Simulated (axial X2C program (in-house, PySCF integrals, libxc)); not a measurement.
How long does CuGa take?

A bond scan computed with an in-house all-electron X2C program for linear molecules (integrals from PySCF). Basis: Ga dyall-cv3z [9s9p7d4f1g], Cu dyall-cv3z [9s9p6d3f2g] (cores contracted in-house).

The run was started with this input:
```json
{"zs": [31, 29], "q": 0, "bas": ["dyall-cv3z", "dyall-cv3z"], "levels": ["PBE0", "HF", "M06"], "cc": true, "r0": 2.36, "thr": -1.0, "nmax": 90, "npts": 10, "nst": 2, "ntry": 6}
```
```bash
python so2c.py task.json out
```

Keys: zs atomic numbers; q charge; bas basis sets; levels methods; cc coupled cluster on or off; r0 starting distance in Å; thr threshold in hartree for freezing inner shells (an s shell follows its p shell); nmax most natural virtual spinors; npts points on the curve; nst determinants followed; ntry starts of the search. HF also brings MP2.

Hardware: 1 thread of Intel(R) Xeon(R) 6975P-C (Granite Rapids), on a shared host.

Wall time of one point of each curve, integrals apart:

```json
{"Hamiltonian": "spin-free", "level": "PBE0", "points": "10", "seconds a point": "0.34"}
{"Hamiltonian": "spin-free", "level": "HF", "points": "10", "seconds a point": "0.15"}
{"Hamiltonian": "spin-free", "level": "CCSD(T) (14 electrons, 88 virtuals)", "points": "7", "seconds a point": "7"}
{"Hamiltonian": "spin-free", "level": "M06", "points": "10", "seconds a point": "0.64"}
{"Hamiltonian": "2c", "level": "PBE0", "points": "10", "seconds a point": "0.43"}
{"Hamiltonian": "2c", "level": "HF", "points": "10", "seconds a point": "0.26"}
{"Hamiltonian": "2c", "level": "CCSD(T) (14 electrons, 90 virtuals)", "points": "7", "seconds a point": "8"}
{"Hamiltonian": "2c", "level": "M06", "points": "10", "seconds a point": "0.73"}
```

The rest:

Search with its distance optimisation 18 s, atoms 10 s, whole task 180 s. Coupled cluster runs on the points near the minimum only. The program drops outer points, and coupled cluster, when its time limit (not in the input) nears; MP2, further determinants and curves that did not converge are not in the table.
